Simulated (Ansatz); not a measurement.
Reactions of H$_{4}$Se$_{2}$Sn (`[SeH][SnH2][SeH]`).

Program: Ansatz. Geometries: PBE0-D4/def2-TZVP. ΔE: electronic, gas phase. CCSD(T)/CBS is the MP2 limit (def2-TZVPP, def2-QZVPP) plus CCSD(T) − MP2 in def2-TZVPP, frozen cores. This one scheme is used for every species. Functionals use def2-TZVPP. def2 core potentials past Kr. For Ge, Se, Sn outer-core shells are correlated without core-valence functions, which leaves a few kJ/mol of doubt a bond. Scalar relativity is left out up to krypton. One conformer a species, not always the lowest.

```
                                                                                reaction  CCSD(T)/CBS(def2) (kcal/mol)
                    `[SeH][SnH2][SeH]` + `B1C[SiH2]1` → `[SeH][SiH]1BC1` + `[SeH][SnH3]`                           3.1
                 `[SeH][SnH2][SeH]` + `[CH3][SnH3]` → `[CH3][SnH2][SeH]` + `[SeH][SnH3]`                          -0.4
          `[SeH][SnH2][SeH]` + `[Cl][SnH2][Cl]` → `[Cl][SnH]([Cl])[SeH]` + `[SeH][SnH3]`                             ?
                      `[SeH][SnH2][SeH]` + `[F][AlH2]` → `[F][AlH][SeH]` + `[SeH][SnH3]`                          -9.4
                         `[SeH][SnH2][SeH]` + `[SiH3]S` → `S[SiH2][SeH]` + `[SeH][SnH3]`                             ?
                               `[SeH][SnH2][SeH]` + `BOCO` → `OCOB[SeH]` + `[SeH][SnH3]`                           5.6
`[SeH][SnH2][SeH]` + `[Cl][GeH]([Cl])[Cl]` → `[Cl][Ge]([Cl])([Cl])[SeH]` + `[SeH][SnH3]`                           6.8
                           `[SeH][SnH2][SeH]` + `N=CCl` → `N=C(Cl)[SeH]` + `[SeH][SnH3]`                          29.5
```

**Question.** Fill in the missing values. (Best estimate.)

**Answer.** Ansatz gave: `[SeH][SnH2][SeH]` + `[Cl][SnH2][Cl]` → `[Cl][SnH]([Cl])[SeH]` + `[SeH][SnH3]`: +0.7 kcal/mol; `[SeH][SnH2][SeH]` + `[SiH3]S` → `S[SiH2][SeH]` + `[SeH][SnH3]`: +5.1 kcal/mol.

Largest T1 diagnostic: 0.014, for `B1C[SiH2]1`.
